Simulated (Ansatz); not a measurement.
Compare A (`[SiH3][NH][SnH3]`) with its isomer B (`N[SiH2][SnH3]`).

Isolated molecules relaxed with PBE0-D4/def2-TZVP in Ansatz; ΔE leaves out vibrations. CCSD(T)/CBS is the MP2 limit (def2-TZVPP, def2-QZVPP) plus CCSD(T) − MP2 in def2-TZVPP, frozen cores. Functionals use def2-TZVPP. B3LYP here is the variant with VWN-RPA as its local correlation; programs differ in this. def2 core potentials past Kr. For Sn outer-core shells are correlated without core-valence functions, which leaves a few kJ/mol of doubt a bond. One conformer a species, not always the lowest.

(1) Which isomer does CCSD(T)/CBS put lower? Give the gap. (An estimate is asked.)

(2) Give E(B) − E(A) in kcal/mol with B2PLYP, MP2/def2-TZVPP, r2SCAN-D4, LDA (SPW92), B3LYP-D4, PBE0-D4, CCSD(T)/def2-TZVPP. (Best estimate.)

(3) Does the order hold for the free energy at 298.15 K (harmonic terms from PBE0-D4)? (Best estimate.)

Largest T1 diagnostic: 0.012.

Results:

(1) Ansatz gave: B, by 3.8 kcal/mol.

(2) Computed: B2PLYP -4.0, MP2/def2-TZVPP -2.8, r2SCAN-D4 -5.8, LDA (SPW92) -9.1, B3LYP-D4 -5.0, PBE0-D4 -7.4, CCSD(T)/def2-TZVPP -3.3. None reverses the order clearly.

(3) Ansatz gave: Yes: G(B) − G(A) = -1.6 kcal/mol, for one conformer each. Modes under 60 cm⁻¹, often nearly free rotors, make the harmonic entropy too high.

Leaving LDA and LC-ωPBE aside and taking each functional with its dispersion term where it has one, the values, not all of them listed here, spread over 3.9 kcal/mol, from PBE-D4 to BHLYP-D4. LDA lies −0.9 kcal/mol from PBE without D4. In def2-TZVPP, CCSD(T) changes the Hartree–Fock value by −1.7 kcal/mol (the triples alone add +0.1 kcal/mol) and MP2 by −1.3 kcal/mol.
